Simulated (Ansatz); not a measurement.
Input file for Ansatz (a program for electronic structure): R-CCSD(T)/cc-pV(Q+d)Z on HCl (SMILES Cl). The basis file is the Basis Set Exchange's JSON of that set.

Ansatz 0.2 input:
```yaml
crystal:
  periodic: [false, false, false]
  atoms:
    - {symbol: Cl, position_ang: [-0.00000000, -0.00000000, 0.64100645]}
    - {symbol: H, position_ang: [0.00000000, 0.00000000, -0.64100645]}
basis:
  gaussian:
    orbitals: cc-pV_Q+d_Z.json
magnetization: {spin_polarized: false}
correlation: {method: ccsd_t, electrons: outside_noble_gas}
scf: {lower_state_search: off}
```

It printed:

```
WARN ansatz: RAYON_NUM_THREADS=4 ignored (pool sized by the plan → 4); use --threads N
Functional definition: HF
these checks for a lower state are left out or cut short: stability, starts, cluster_reference, orbital_swaps, neighbouring_geometries, increment
integrals: 0.09 GiB planned
561 factors; integrals over basis functions are off by at most 1.1e-3 eV
mean field: 0.13 GiB planned
mean field evaluation 1: about -12519.8724 eV, gradient 1.0e1 eV
mean field evaluation 2: about -12519.8724 eV, gradient 1.0e1 eV
mean field evaluation 4: about -12520.2692 eV, gradient 1.2e0 eV
mean field evaluation 8: about -12520.2777 eV, gradient 1.8e-5 eV
mean field -12520.27770423 eV, -460.1117190814 hartree, gradient 2.5e-6 eV, S^2 0.000000; 0 other end points of the search recorded, 0 dependent functions left out
5 core orbitals not correlated
reference -12520.27770423 eV, -460.1117190814 hartree; 4, 4 occupied and 85, 85 virtual orbitals, 561 factors
second order -6.07373786 eV of doubles, -0.00000000 eV of singles
coupled cluster: 0.23 GiB planned
cycle   1  -6.45168217 eV  change   -3.8e-1 eV  update   3.9e-2
cycle   2  -6.59092096 eV  change   -1.4e-1 eV  update   1.1e-2
cycle   3  -6.59743232 eV  change   -6.5e-3 eV  update   2.8e-3
cycle   4  -6.59694640 eV  change    4.9e-4 eV  update   7.5e-4
cycle   5  -6.59673635 eV  change    2.1e-4 eV  update   1.5e-4
cycle   6  -6.59670950 eV  change    2.7e-5 eV  update   4.6e-5
cycle   7  -6.59671300 eV  change   -3.5e-6 eV  update   1.2e-5
cycle   8  -6.59671254 eV  change    4.7e-7 eV  update   3.0e-6
perturbative correction -0.26372663 eV, -0.0096917750 hartree
Total energy: -12527.13814340 eV, -460.3638355707 hartree
Checks for a lower state left out: stability, starts, cluster_reference, orbital_swaps, neighbouring_geometries, increment
```

The run converged.

Cost: around 3 core-seconds (rough).
